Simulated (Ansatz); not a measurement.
`[SiH3][N]([SiH3])[ZnH]` + `[OH][InH2]` → `[OH][InH][ZnH]` + `[SiH3]N[SiH3]`  (formal exchange of groups at a Zn–N bond)

Calculated with Ansatz (gas phase, PBE0-D4/def2-TZVP geometries, no zero-point term in ΔE). CBS: MP2 limit from def2 TZ/QZ plus the TZ coupled-cluster correction, frozen cores. This one scheme is used for every species. DFT in def2-TZVPP. HSE06 is defined as in plane-wave codes. def2 core potentials past Kr. For In, Zn outer-core shells are correlated without core-valence functions, which leaves a few kJ/mol of doubt a bond. Scalar relativity is left out up to krypton. One conformer a species, not always the lowest.

(1) Is it downhill or uphill in electronic energy at CCSD(T)/CBS, and by how much? (Best estimate.)

(2) What do these levels give: r2SCAN-D4, r2SCAN0-D4, HSE06-D4, BHLYP-D4, ωB97X-V, r2SCAN, MP2/def2-SVP, CCSD/def2-SVP, MP2/def2-TZVPP, HF/def2-QZVPP, MP2/def2-QZVPP, HF/CBS(def2)? (Best estimate.)

(3) What do rigid-rotor, harmonic-oscillator terms from PBE0-D4/def2-TZVP frequencies (298.15 K, 1 bar) make of the CCSD(T)/CBS value? (Best estimate.)

Largest T1 diagnostic among the species: 0.017.

Answers

(1) Computed: Downhill: ΔE = -20.3 kJ/mol.

(2) Ansatz gave: r2SCAN-D4 -16.3, r2SCAN0-D4 -21.3, HSE06-D4 -27.2, BHLYP-D4 -28.1, ωB97X-V -18.9, r2SCAN -17.7, MP2/def2-SVP -4.9, CCSD/def2-SVP -15.5, MP2/def2-TZVPP -10.5, HF/def2-QZVPP -33.2, MP2/def2-QZVPP -13.5, HF/CBS(def2) -32.8 kJ/mol.

(3) The calculation gave: ΔZPE = +10.3 kJ/mol, ΔH = -9.5 kJ/mol, ΔS = 26 J/(mol·K), ΔG = -17.2 kJ/mol. Modes under 50 cm⁻¹ make the entropy rough.

At CCSD(T), def2-SVP lies +7.0 kJ/mol from the extrapolated value and def2-TZVPP +7.0 kJ/mol. Leaving LDA and LC-ωPBE aside and taking each functional with its dispersion term where it has one, the values, not all of them listed here, spread over 14.1 kJ/mol, from BHLYP-D4 to B97M-V. LDA lies +13.1 kJ/mol from PBE without D4.
